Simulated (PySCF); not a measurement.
Cartesian coordinates (Å):
```xyz
3

Cd     0.0000     0.0000     0.0000
Br    -0.9849     2.1102     0.5986
Br     0.9849    -2.1102    -0.5986
```
Charge 0, spin multiplicity 1.

Q: What total energy, HOMO–LUMO gap, LUMO, charge on the central atom (Mulliken) and dipole moment does TPSSh-D3(BJ)/def2-TZVP // r2SCAN-D4/def2-SVP (PySCF) give?

A: 
- total energy = -5315.9533 Ha
- HOMO–LUMO gap = 5.05 eV
- LUMO = -2.68 eV
- charge on the central atom (Mulliken) = 0.73 e
- dipole moment = 0.00 D
